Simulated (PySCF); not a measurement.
## Li+ (lithium, charge +1) across methods

1s2, closed-shell 1S. All numbers are calculated (PySCF 2.14, the spin-free X2C one-electron Hamiltonian (Gaussian nucleus), in aug-cc-pCVTZ-DK (7s6p4d2f, 59 functions)).

```json
{"method": "r2SCAN", "E (hartree)": "-7.2823", "mean ε 1s (eV)": "-61.917", "Σ⟨r²⟩ (bohr²)": "0.9036", "⟨S²⟩": "0.000"}
{"method": "PBEsol", "E (hartree)": "-7.1970", "mean ε 1s (eV)": "-59.832", "Σ⟨r²⟩ (bohr²)": "0.9252", "⟨S²⟩": "0.000"}
{"method": "M06-2X", "E (hartree)": "-7.2836", "mean ε 1s (eV)": "-68.382", "Σ⟨r²⟩ (bohr²)": "0.9063", "⟨S²⟩": "0.000"}
{"method": "BP86", "E (hartree)": "-7.2771", "mean ε 1s (eV)": "-60.553", "Σ⟨r²⟩ (bohr²)": "0.9114", "⟨S²⟩": "0.000"}
{"method": "LDA", "E (hartree)": "-7.1434", "mean ε 1s (eV)": "-59.594", "Σ⟨r²⟩ (bohr²)": "0.9359", "⟨S²⟩": "0.000"}
{"method": "UHF", "E (hartree)": "-7.23704", "mean ε 1s (eV)": "-75.988", "Σ⟨r²⟩ (bohr²)": "0.8904", "⟨S²⟩": "0.000"}
{"method": "HSE06", "E (hartree)": "-7.2652", "mean ε 1s (eV)": "-64.078", "Σ⟨r²⟩ (bohr²)": "0.9099", "⟨S²⟩": "0.000"}
{"method": "PBE0", "E (hartree)": "-7.2631", "mean ε 1s (eV)": "-64.481", "Σ⟨r²⟩ (bohr²)": "0.9099", "⟨S²⟩": "0.000"}
{"method": "PBE", "E (hartree)": "-7.2574", "mean ε 1s (eV)": "-60.403", "Σ⟨r²⟩ (bohr²)": "0.9191", "⟨S²⟩": "0.000"}
```
